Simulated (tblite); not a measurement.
Give a GFN2-xTB geometry of `c1s[c]c(c1)C#N` [radical]. (Doublet state.)

```
atom  x, y, z in Å
N1     3.114   -0.300   -0.612
C2     2.025   -0.018   -0.393
C3     0.686    0.306   -0.122
C4     0.142    1.545   -0.078
S5    -1.508    1.611    0.275
C6    -1.541   -0.120    0.386
C7    -0.327   -0.675    0.156
H8    -2.464   -0.613    0.617
H9    -0.113   -1.729    0.172
```

Any rigid rotation of these coordinates is as good. Atoms count from 1 in this order. The 5-membered ring C3–C4–S5–C6–C7 has internal angles of 89.6° to 115.8° (sum 540°, against 540° for a flat polygon); it is planar, 0.00 Å rms from its mean plane, widest ring torsion 0°. The C–C distances run from 1.353 Å (C3–C4, aromatic) to 1.438 Å (C3–C7, aromatic), a spread of 0.085 Å. C3 (carbon bonded to 3 C) is planar (angles 126.9°, 123.5° and 109.6°, sum 360.0°, 0.00 Å off the plane of its three neighbours). C4 (carbon bonded to C and S) is bent (angle 115.8°).

Bonds between heavy atoms (Å): N1≡C2 1.146, C2–C3 1.404, C3–C4 1.353, C4–S5 1.689, S5–C6 1.735, C6–C7 1.354, C3–C7 1.438.

The geometry is computed with GFN2-xTB (gas phase). This method treats the open shell by occupation alone, without spin polarisation.

Point group: Cs (tolerance 0.08 Å). Its GFN2-xTB frequencies are all real (lowest 136 cm⁻¹).

On Arm Neoverse V1, one thread, no GPU, shared host, this took 0.12 s wall. That covers the optimisation of the geometry.
